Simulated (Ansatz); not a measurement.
`F[Si](F)(Cl)[SiH](Cl)Cl` + H₂O → `O[SiH](Cl)Cl` + `F[SiH](F)Cl`  (formal hydrolysis of the Si–Si bond)

Gas-phase electronic energies from Ansatz, PBE0-D4/def2-TZVP geometries. CBS: MP2 limit from def2 TZ/QZ plus the TZ coupled-cluster correction, frozen cores. This one scheme is used for every species. Functionals use def2-TZVPP. HSE06 is defined as in plane-wave codes. Each species was taken in one conformer, which may not be the lowest.

Problem. Is it downhill or uphill in electronic energy at CCSD(T)/CBS, and by how much? (Best estimate.)

Solution. Ansatz gave: Downhill: ΔE = -30.1 kcal/mol.

Problem. What do these levels give: PBE-D4, B97M-V, HSE06-D4, BLYP, r2SCAN, PBE0, r2SCAN0, HSE06, CCSD(T)/def2-SVP, MP2/def2-TZVPP, SCS-MP2/def2-TZVPP, CCSD(T)/def2-TZVPP? (Best estimate.)

Solution. Computed: PBE-D4 -24.5, B97M-V -30.5, HSE06-D4 -26.5, BLYP -30.7, r2SCAN -30.8, PBE0 -28.4, r2SCAN0 -31.6, HSE06 -28.4, CCSD(T)/def2-SVP -31.1, MP2/def2-TZVPP -32.6, SCS-MP2/def2-TZVPP -33.3, CCSD(T)/def2-TZVPP -31.3 kcal/mol.

Largest T1 diagnostic among the species: 0.011.

From BLYP to BHLYP (50 % exact exchange), in def2-TZVPP and without D4, ΔE moves by −3.8 kcal/mol. In def2-TZVPP, CCSD(T) changes the Hartree–Fock value by +6.2 kcal/mol (the triples alone add +0.9 kcal/mol) and MP2 by +4.9 kcal/mol.
